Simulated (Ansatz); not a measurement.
Basis-set series for CH8AlNOSi, SMILES `[NH2][AlH][O]C[SiH3]`. The species carries charge 0 and has multiplicity 1. The structure was optimised at the PBE0-D4/def2-TZVP level. It is one conformer, not always the lowest.

```tsv
functional	basis	functions	energy (Eh)	HOMO (eV)	LUMO (eV)
PBE0-D4	def2-SVP	118	-704.15119	-7.13	0.34
PBE0-D4	def2-QZVPP	551	-704.57381	-7.34	-0.14
ωB97M-V	def2-SVP	118	-704.45938	-9.44	2.06
ωB97M-V	def2-QZVPP	551	-704.88859	-9.68	1.05
```

Give the rows for def2-TZVPP. (An estimate is asked.)

The calculation gave: 
```
functional       basis  functions  energy (Eh)  HOMO (eV)  LUMO (eV)
   PBE0-D4  def2-TZVPP        289   -704.54543      -7.31       0.07
   ωB97M-V  def2-TZVPP        289   -704.86179      -9.64       1.60
```

Positive LUMOs are unbound and depend on the basis.

Computed with Ansatz.
